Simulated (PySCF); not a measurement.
Radial density of Sr (strontium, neutral)

PBEsol, [Kr] 4d1 5s1, high-spin 3D determinant (an excited configuration). Calculation: PySCF 2.14, in x2c-TZVPPall with one added diffuse shell each of s, p, d, f type (9s7p7d3f1g, 95 functions); the spin-free X2C one-electron Hamiltonian (Gaussian nucleus).

| r (bohr) | 4πr²ρ (e/bohr) | 4πr²(ρα − ρβ) |
| --- | --- | --- |
| 0.0417 | 42.58 | -0.0010 |
| 0.0701 | 42.09 | -0.0008 |
| 0.118 | 57.49 | 0.0089 |
| 0.198 | 39.28 | 0.0168 |
| 0.334 | 38.75 | 0.0382 |
| 0.561 | 29.14 | 0.0041 |
| 0.944 | 8.266 | 0.0686 |
| 1.59 | 5.737 | 0.1757 |
| 2.67 | 1.190 | 0.4159 |
| 4.49 | 0.4190 | 0.4097 |
| 7.56 | 0.06844 | 0.0684 |
| 12.7 | 0.001826 | 0.0018 |
| 21.4 | 1.631e-05 | 0.0000 |

Densities and radii are taken from the X2C orbitals without a picture-change correction, which distorts them close to the nucleus.
